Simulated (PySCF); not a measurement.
GeHCl3, SMILES [Cl][GeH]([Cl])[Cl]. Coordinates come from a r2SCAN-D4/def2-SVP optimisation. The isomer is the one that the SMILES or the coordinates give; other isomers of the formula were not compared.

All values below come from r2SCAN-D4/def2-SVP (PySCF 2.14.0).

Harmonic wavenumbers (cm⁻¹): 144, 144, 179, 412, 450, 450, 711, 711, 2209. Rotational constants (GHz): 2.089, 2.089, 1.182; symmetry number 3.

Problem. Work out the zero-point energy and the ideal-gas rigid-rotor harmonic-oscillator thermochemistry at 298.15 K and 1 atm.

Solution. ZPE = ½ Σ hcν = ½ × 5408 cm⁻¹ = 7.73 kcal/mol. H − E(el) = 11.95 kcal/mol. Entropy in cal/(mol K): translation 41.47, rotation 26.34, vibration 10.95, total 78.76. G − E(el) = -11.53 kcal/mol. Cp = 19.43 cal/(mol K). Modes under 150 cm⁻¹ make the vibrational entropy uncertain.
